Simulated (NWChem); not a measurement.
Species: SiF₂ cation, doublet

```xyz
3

F      1.3737     0.0000    -0.3469
Si     0.0000     0.0000     0.4428
F     -1.3737     0.0000    -0.3469
```
Atoms are numbered in this order, from 1.

All runs: NWChem. Geometry optimised at PBE-D3(BJ)/def2-SVP; all other runs use it. Pople sets run with spherical d functions. Spin-unrestricted. In the optimisation the excess spin sits in a1 (C2v, its own frame). Excited states of an open shell can be spin-contaminated.

```
quantity                                                                      level  value
-----------------------------------------------------------  ----------------------  -----
lowest empty minus highest occupied level, either spin (eV)            UHF/def2-SVP  12.37
charge (e), ESP F1                                                   B3LYP/def2-SVP  -0.14
vertical, lowest state with f > 0.02 (eV)                    BHandHLYP/6-31+G*, TDA    [?]
A(iso) 29Si atom 2 (MHz)                                                PBE0/6-31G*    [?]
highest harmonic frequency (cm⁻¹)                               PBE-D3(BJ)/def2-SVP   1052
```

Q: Fill in the missing entries.

A: 
- vertical, lowest state with f > 0.02 (eV), value: 5.26
- A(iso) 29Si atom 2 (MHz), value: -1602
